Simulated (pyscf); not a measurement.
## C₂HO (SMILES [C]1=CO1), doublet

Gas-phase minimum from PySCF at ωB97X-D3(BJ)/def2-SVP, one conformer. cyclic C₂HO (SMILES [C]1=CO1) [doublet] lies 51.8 kcal/mol over its isomer •HC=C=O, and others may lie lower still (electronic energy, ωB97M-D3(BJ)). 

```xyz
4

C     -0.2056    -0.2332     0.6552
C     -1.3926    -0.2369     0.0173
O     -0.7294    -1.3543    -0.2661
H     -2.3714     0.1133    -0.3072
```
Charge 0, spin multiplicity 2.

Bond lengths (Å): C1–C2 1.348, C1–O3 1.543, C2–O3 1.330, C2–H4 1.089. Angles (°): C2–C1–O3 54.3, C1–C2–O3 70.4, C1–C2–H4 158.7, O3–C2–H4 130.9, C1–O3–C2 55.4.

Properties at ωB97X-D3(BJ)/def2-SVP:

```yaml
harmonic_wavenumbers_unscaled: 413, 730, 1021, 1313, 1636, 3319 cm⁻¹
zero_point_energy: 12.1 kcal/mol
rotational_symmetry_number: 1
Entropy of this conformer at 298 K and 1 atm, rigid rotor and harmonic oscillator, modes under 100 cm⁻¹ raised to 100: 251.3 J/(mol K)
dipole_moment: 3.04 D
Spin expectation value S2: 0.753
```

Single-point totals, which compare only within one level (frozen core for MP2 and CC):

```
level                   total energy (hartree)
----------------------  ----------------------
ωB97X-D3(BJ)/def2-TZVP              -151.94079
PBE/def2-TZVP                       -151.73090
r²SCAN/def2-TZVP                    -151.81971
B3LYP-D3(BJ)/def2-TZVP              -151.90451
PBE0-D3(BJ)/def2-TZVP               -151.72730
M06-2X/def2-TZVP                    -151.83990
ωB97M-D3(BJ)/def2-TZVP              -151.94385
UHF/def2-TZVPP                      -151.05340
MP2/def2-TZVPP                      -151.56155
CCSD/def2-TZVPP                     -151.57385
CCSD(T)/def2-TZVPP                  -151.60081
```

The CCSD(T) − MP2 part came from Ansatz, without density fitting, on the same reference.
